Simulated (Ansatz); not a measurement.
Relaxation of CH4BBrO (8 atoms, charge 0, multiplicity 1), to a largest force component of 0.02 eV/Å in at most 50 steps.

Theory: Ansatz 0.2.0, RKS PBE-D4/def2-SVP.

```xyz
8
Properties=species:S:1:pos:R:3:forces:R:3
C -0.099 0.933 -0.004 -1.52 0.83 -1.18
B -0.178 -0.609 -0.110 0.87 -1.33 1.36
O 0.263 -1.415 0.998 2.25 0.43 -2.20
Br -0.796 -1.486 -1.763 0.06 0.17 0.41
H 0.265 1.285 0.948 0.45 0.20 0.87
H 0.491 1.400 -0.829 -0.11 -0.14 0.09
H -1.152 1.375 -0.122 0.86 -0.36 -0.01
H 1.298 -1.539 0.825 -2.86 0.19 0.66
```

Problem. Where does it end, and by what steps?

Solution. It converged. After 10 steps the energy has fallen by 0.893 eV; H8 moved furthest, 0.81 Å.

```
step  energy less start (eV)  largest force component (eV/Å)  accepted
   0                  0.0000                           2.855       yes
   1                 -0.2171                           1.482       yes
   2                 -0.2895                           0.723       yes
   3                 -0.3539                           0.436       yes
   4                 -0.3977                           2.323       yes
   5                 -0.7077                           0.980       yes
   6                 -0.8337                           0.363       yes
   7                 -0.8885                           0.192       yes
   8                 -0.8667                           0.272        no
   9                 -0.8931                           0.063       yes
  10                 -0.8933                           0.007       yes
```

```xyz
8
Properties=species:S:1:pos:R:3
C -0.158 1.036 -0.016
B 0.059 -0.514 -0.067
O 0.700 -1.177 0.927
Br -0.604 -1.552 -1.599
H 0.262 1.483 0.907
H 0.310 1.524 -0.896
H -1.239 1.280 -0.073
H 0.761 -2.137 0.760
```

The run took 6.3 s on 2 threads of AMD EPYC 9R45 96-Core Processor (Zen 5) (shared host), peak memory 0.16 GiB.
